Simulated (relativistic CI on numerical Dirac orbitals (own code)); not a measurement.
**Sensitivity of the levels of Sc XVI to α and to the nuclear radius**

Calculated at this level of theory: Dirac-Coulomb-Breit CI, orbitals from a KLI potential per configuration, derivatives by finite differences, unscaled Slater integrals, QED left out (own radial code, finite nucleus).

Configuration list (outside the closed core 1s2): 2s2 2p2, 2s 2p3, 2p4, 2p3 3s, 2p3 3p, 2p3 3d, 2s2 2p 3s, 2s2 2p 3p. Levels of other configurations are missing.

With x = (α/α₀)² − 1 an excitation energy changes as ω = ω₀ + qx; K = 2q/ω₀ is the relative enhancement. Terms are leading LS components, so labels can repeat. The field-shift factor is F = δν/δ⟨r²⟩ for the transition from the lowest level.

Lowest level 2s2 2p2 3P_0.

```
          Level  ω₀ (cm⁻¹)  q (cm⁻¹)        K  F (GHz/fm²)
   2s2 2p2 3P_1      22960     29850      2.6       0.0178
   2s2 2p2 3P_2      45144     46360     2.05      -0.0306
   2s2 2p2 1D_2     125764     55480    0.882      -0.0167
   2s2 2p2 1S_0     215061     62260    0.579        -1.63
   2s 2p3 5S°_2     292848     77630     0.53        -33.6
   2s 2p3 3D°_2     538561     71450    0.265        -34.2
   2s 2p3 3D°_1     539763     72500    0.269        -34.2
   2s 2p3 3D°_3     543853     82430    0.303        -34.2
   2s 2p3 3P°_0     630858     85170     0.27        -34.2
   2s 2p3 3P°_1     632545     88900    0.281        -34.2
   2s 2p3 3P°_2     636640     96570    0.303        -34.2
   2s 2p3 3S°_1     790395     78200    0.198        -36.3
   2s 2p3 1D°_2     797071     90490    0.227        -35.6
   2s 2p3 1P°_1     888097    102100     0.23        -35.6
       2p4 3P_2    1202910    103200    0.172        -69.1
       2p4 3P_1    1235865    139700    0.226        -69.2
       2p4 3P_0    1242691    139000    0.224        -69.2
       2p4 1D_2    1307648    131600    0.201        -69.1
       2p4 1S_0    1476143    139500    0.189        -67.4
2s2 2p 3s 3P°_0    4600163     11840  0.00515         13.4
2s2 2p 3s 3P°_1    4605704     13540  0.00588         13.4
2s2 2p 3s 3P°_2    4645223     57550   0.0248         13.3
2s2 2p 3s 1P°_1    4663444     55880    0.024         13.3
```

At this charge energies of transitions that change n are usually good to better than 1 %, and those within a shell (Δn = 0) to a few per cent.
